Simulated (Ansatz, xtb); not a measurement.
**C5H7B: which of two isomers lies lower**

Structure I: `B[C@@H]1C[C@H]1C#C`, a singlet. Structure II: `BC1(C#C)CC1`, a singlet. Both are isolated molecules in the gas phase, relaxed with B3LYP-D3(BJ)/def2-SVP; the shapes shown needn't be the lowest conformers.

I (Å):

```xyz
13

C    -0.3925   -1.7327   -0.3021
C     0.7185   -2.0933   -1.2811
C     0.2537   -0.6775   -1.2647
C    -0.5540   -0.1446   -2.3291
C    -1.2307    0.3106   -3.2263
B    -0.0890   -1.5247    1.1851
H    -0.9320   -1.6748    2.0353
H     1.0244   -1.1822    1.5126
H    -1.3931   -2.0366   -0.6222
H     0.4305   -2.7056   -2.1386
H     1.7104   -2.3032   -0.8737
H     0.9161    0.0507   -0.7862
H    -1.8297    0.7141   -4.0204
```

II (Å):

```xyz
13

C    -0.2852   -1.2879   -0.8563
C    -0.4012   -1.8231   -2.1932
C    -0.5056   -2.2779   -3.3126
C     1.1446   -0.8691   -0.4013
C     0.1851    0.1930   -0.7438
B    -1.2264   -1.7779    0.2592
H    -2.0746   -2.6079    0.0564
H    -1.0964   -1.3053    1.3639
H    -0.6029   -2.6843   -4.3010
H     1.9346   -1.1098   -1.1162
H     1.3988   -1.0426    0.6466
H     0.2937    0.7062   -1.7019
H    -0.2580    0.7916    0.0551
```

Energies in hartree; the thermal terms are from GFN2-xTB frequencies at re-optimised GFN2-xTB minima (ideal gas, soft modes damped towards free rotors, one conformer each, 298.15 K, 1 atm) and include the zero-point energy:

```
                              I           II
E, CCSD(T)/def2-SVP  −218.652170  −218.652924
    E, MP2/def2-SVP  −218.568851  −218.569860
  E, MP2/def2-TZVPP  −218.962661  −218.963969
  zero-point energy     0.099458     0.099304
       H(298 K) − E     0.107311     0.107165
       G(298 K) − E     0.069446     0.069476
```

Problem. Correct the CCSD(T) difference for the basis set by the MP2 change, then work out ΔE, ΔE₀, ΔH and ΔG for I → II in kcal/mol (1 Eh = 627.51 kcal/mol) and the equilibrium ratio [II]/[I].

Solution. 1. Differences II − I: CCSD(T) −0.000754, MP2 in the small set −0.001009, MP2 in the large set −0.001308 Eh.
2. ΔE = −0.000754 + (−0.001308 − (−0.001009)) = −0.001053 Eh = −0.66 kcal/mol.
3. ΔE₀ = ΔE + ΔZPE = −0.001053 + (−0.000154) Eh = −0.76 kcal/mol.
4. ΔH = ΔE + (−0.000146) Eh = −0.75 kcal/mol.
5. ΔG = ΔE + (+0.000030) Eh = −0.64 kcal/mol, so ΔS = (ΔH − ΔG)/T = −1.5 J/(mol K).
6. kT = 0.9442 mEh, so K = [II]/[I] = exp(−ΔG/kT) = exp(+1.08) ≈ 3.

The two are too close for this level to say which is favoured. An error of 1 kcal/mol in ΔG would change K by a factor of 5.4. Mirror images and further conformers aren't counted.

As drawn, both hold the same kinds of bond in the same numbers.

Other levels gave ΔE = +0.4 (GFN2-xTB); +0.1 (HF/STO-3G, GFN2-xTB geometries); +0.5 (r2SCAN-D4/def2-SVP, GFN2-xTB geometries); +0.1 (B3LYP-D3(BJ)/def2-SVP); −0.2 (HF/def2-SVP); −0.6 (MP2/def2-SVP); −0.5 (CCSD(T)/def2-SVP) kcal/mol. The correlated steps freeze 6 core orbitals. Programs: Ansatz 0.2.0, xtb 6.7.1.
